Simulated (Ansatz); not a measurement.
Isomers of H4Se2Si, B3LYP-D3(BJ)/def2-TZVP minima from an xTB search, which can miss the lowest.
Isomer 1, SMILES [SeH][SiH2][SeH] (charge 0, multiplicity 1):
```xyz
7

Se     1.700     0.152    -1.049
Si    -0.131    -0.666     0.054
Se    -1.485     0.941     0.961
H      2.168     0.916     0.119
H      0.235    -1.503     1.215
H     -0.820    -1.473    -0.974
H     -1.667     1.634    -0.325
```
Isomer 2, SMILES [SiH3][Se][SeH] (charge 0, multiplicity 1, Z-matrix in Å and degrees):
```
Si
H 1 1.4773
H 1 1.4783 2 109.83
H 1 1.4820 2 110.45 3 -121.78
Se 1 2.2990 2 110.35 3 121.63
Se 5 2.3713 1 95.61 2 -59.00
H 6 1.4755 5 95.97 1 -88.30
```

Correlated levels freeze the cores. Filled d and f shells under p-block atoms count as core. MP2 and its Hartree–Fock in def2-QZVPP are density fitted.

The values were computed with Ansatz (a program for electronic structure). Values without a source in brackets are computed.

The energy of isomer 2 above isomer 1 is E(isomer 2) − E(isomer 1). Total energies (hartree):

| level | isomer 2 | isomer 1 |
|---|---|---|
| HF/def2-TZVPP | -5090.9934917 | -5091.0159952 |
| MP2/def2-TZVPP | -5091.4309511 | -5091.4549338 |
| HF/def2-QZVPP | -5091.0975611 | -5091.1196697 |
| MP2/def2-QZVPP | -5091.5730091 | -5091.5964798 |
| CCSD(T)/def2-TZVPP | -5091.5024950 | -5091.5251461 |

Question: Work out the energy of isomer 2 above isomer 1 at the basis-set limit: extrapolate the MP2 correlation part as X⁻³, take Hartree–Fock from the larger set, and add the CCSD(T) − MP2 difference of def2-TZVPP.

Answer: 
1. Differences (1 hartree = 627.509 kcal/mol): HF/def2-TZVPP 14.121; MP2/def2-TZVPP 15.049; HF/def2-QZVPP 13.873; MP2/def2-QZVPP 14.728; CCSD(T)/def2-TZVPP 14.214.
2. Correlation parts, MP2 less HF: 0.928 in def2-TZVPP (X = 3), 0.855 in def2-QZVPP (X = 4).
3. Limit (4³·(0.855) − 3³·(0.928))/(4³ − 3³) = 0.801; with HF/def2-QZVPP it gives 14.674.
4. CCSD(T) less MP2 in def2-TZVPP: -0.836.
Result: 13.84 kcal/mol, against 15.05 at MP2/def2-TZVPP. It is an estimate of this method's limit, not of the exact value.
